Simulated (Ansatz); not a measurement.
Mulliken charges of `C[SiH](F)S` from PBE/def2-TZVPP in Ansatz (PBE0-D4/def2-TZVP geometry).

```
atom   x (Å)   y (Å)   z (Å)  charge (e)
  C1  -0.235   0.468  -1.033      -0.378
 Si2   0.527  -0.560   0.304       0.552
  F3   1.930   0.112   0.688      -0.280
  S4  -0.719  -0.730   2.017      -0.259
  H5  -1.177   0.025  -1.365       0.118
  H6  -0.439   1.482  -0.678       0.105
  H7   0.440   0.538  -1.889       0.115
  H8   0.803  -1.956  -0.103      -0.087
  H9  -1.042   0.574   2.042       0.113
```

By hand: the dipole of these point charges (1 e Å = 4.8032 D).

Σ q r = (-0.296, 0.127, -0.367) e Å, of length 0.488 e Å = 2.34 D.

How does the dipole of the full density compare? (Estimate.)

The calculation gave: (-0.246, 0.170, -0.284) e Å, 1.98 D; the point charges give 1.18 times that, at 9° from its direction.

Point charges leave out the atoms' own dipoles, such as those of lone pairs, and Mulliken's split depends on the basis, so the two needn't agree.
